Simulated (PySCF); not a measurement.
## Polarisability and C₆ of Tl⁶¹⁺ (thallium, charge +61)

[Ar] 3d2, high-spin 3F determinant. Computed with PySCF 2.14 in an even-tempered Gaussian basis (16 s from 17 bohr⁻², ratio 2.5; 10 p from 23 bohr⁻², ratio 2.5; 7 d from 23 bohr⁻², ratio 2.5; 4 f from 79 bohr⁻², ratio 2.7; 3 g from 120 bohr⁻², ratio 2.7), with the non-relativistic Hamiltonian (point nucleus). Coupled (time-dependent) response in atomic units; α is the mean over directions.

```
method  mean α (bohr³)  C₆ (like pair)      S(−4)
   UHF        0.003422       0.0001612  1.760e-05
  PBE0        0.003407       0.0001601  1.755e-05
```

S(−4) is the Cauchy moment in α(ω) = α(0) + S(−4) ω² + …

Spin-orbit coupling is absent.

α(iu) at PBE0:

```csv
u (hartree),α(iu) (bohr³)
0,0.003407
2.00,0.003338
4.00,0.003151
8.00,0.002595
12.0,0.002049
16.0,0.001631
20.0,0.001335
30.0,0.0009207
40.0,0.0007249
60.0,0.0005415
100,0.0003776
```

For an ion, C₆ is the dispersion term alone; charge-induced terms of lower order in 1/R come first.

A non-relativistic calculation at this Z misses sizeable relativistic shifts. Spin-orbit coupling is strong in this species (close to jj coupling), so the high-spin LS determinant is a model state, not a physical level.
